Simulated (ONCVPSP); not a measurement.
## What one change does to a pseudopotential (silver (Ag), ONCV)

silver (Ag), optimised norm-conserving Vanderbilt (ONCV), made with ONCVPSP 4.0.1 (PBE, scalar-relativistic). Core [Ar] 3d10, reference 4s2 4p6 4d10 (charge +1). Waves: 4s: rc 1.55 bohr, ncon 4, nbas 8, qcut 9 1/bohr, 2 projectors, debl 1.8 Ha; 4p: rc 1.05 bohr, ncon 4, nbas 7, qcut 7.4 1/bohr, 1 projector; 4d: rc 1.05 bohr, ncon 4, nbas 8, qcut 14.9 1/bohr, local. Local part: the d channel. Core correction: Teter function fitted to the true core (icmod 2), fcfact 0.65.

In the s channel the program set the typed energies aside and used -3.795, 0.250 Ha.

Change: functional LDA (Perdew-Wang 92). In the s channel the program set the typed energies aside and used -3.799, 0.250 Ha.

Cutoffs: the cutoffs (Ha) at which the residual kinetic energy of the hardest occupied pseudo-wave falls to 1 and 0.1 mHa per electron; they do not see the model core or the augmentation charge, which bear on the density cutoff. Errors are all-electron minus pseudo energies relative to the spin-unpolarised reference configuration.

Task: How do hardness, ghosts and transferability respond?

Result: The potential gets neither clearly harder nor softer (114 Ha and 137 Ha → 114 Ha and 137 Ha); of the 4 tests that both files solve, the error grows in 2 and shrinks in 0 by more than 15 % and 0.3 meV (median size 1.3 → 1.6 meV); neither file shows a bound ghost.

```tsv
quantity	base	changed
cutoff, loose	114 Ha	114 Ha
cutoff, tight	137 Ha	137 Ha
loose cutoff by channel	s 26 Ha, p 114 Ha, d 47 Ha	s 26 Ha, p 114 Ha, d 48 Ha
bound ghosts	none	none
GHOST(+) flags under 300 eV	s at 261.6 eV	s at 260.3 eV
error for 4s2 4p6 4d10 5s1, meV [ΔE -7.76 → -8.10 eV]	+1.2	+1.3
error for 4s2 4p6 4d9, meV [ΔE 22.11 → 22.39 eV]	+0.2	+0.3
error for 4s2 4p6 4d8, meV [ΔE 58.31 → 58.82 eV]	+4.1	+5.1
error for 4s2 4p6 4d9 5s1, meV [ΔE 5.39 → 5.28 eV]	+1.3	+1.8
s: phases at 1.57 bohr within 0.05 rad from the reference energy up to (Ha; the scan ends near 5)	to the end of the scan	to the end of the scan
p: phases at 1.07 bohr within 0.05 rad from the reference energy up to (Ha; the scan ends near 5)	to the end of the scan	to the end of the scan
d: phases at 1.07 bohr within 0.05 rad from the reference energy up to (Ha; the scan ends near 5)	to the end of the scan	to the end of the scan
rms error of d²Exc/dni dnj with the model core, mHa	1.56	1.05
```
